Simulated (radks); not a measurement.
Values are calculated unless marked as measured or tabulated.
How relativity changes the ionisation of the chromium ion Cr+ ([Ar] 3d5) to Cr2+ ([Ar] 3d4). Spin-unpolarised spherical Kohn-Sham, LDA (Slater exchange, Perdew-Wang correlation), point nucleus unless stated (finite: rms radius 3.6452 fm), a radial shooting solver on a logarithmic mesh with Libxc functionals. A level marked "c x" has the speed of light scaled by that factor and shares open shells by 2j + 1; other Dirac levels either fill j = l - 1/2 first or share by 2j + 1.

level,E(Cr+) (hartree),E(Cr2+) (hartree),IE (eV),HOMO,<r> HOMO (bohr)
non-rel.,-1041.76361,-1041.15933,16.443,3d,1.404
scalar-rel.,-1048.21911,-1047.61851,16.343,3d,1.412
"scalar-rel., finite nucleus",-1048.21638,-1047.61577,16.343,3d,1.412
"Dirac, 2j+1 shares",-1048.23429,-1047.63369,16.343,3d5/2,1.415
"Dirac, low j first",-1048.24023,-1047.64213,16.275,3d5/2,1.417
"Dirac, 2j+1 shares, finite nucleus",-1048.23156,-1047.63096,16.343,3d5/2,1.415
"Dirac, c x 1.25",-1045.88239,-1045.28047,16.379,3d5/2,1.411
"Dirac, c x 2",-1043.36314,-1042.75978,16.418,3d5/2,1.407
"Dirac, c x 100",-1041.76425,-1041.15996,16.443,3d5/2,1.404

NIST Atomic Spectra Database: 16.486 eV (measured). The relativistic part of the total energy of Cr+ is -6.468 hartree (Dirac, 2j+1 shares, finite nucleus), 0.62 % of the non-relativistic value. Spin polarisation and multiplet splitting of open shells are left out at every level.

Beside tabulated values, note that spin-unpolarised runs miss the spin-polarisation part of the exchange energy of open shells.
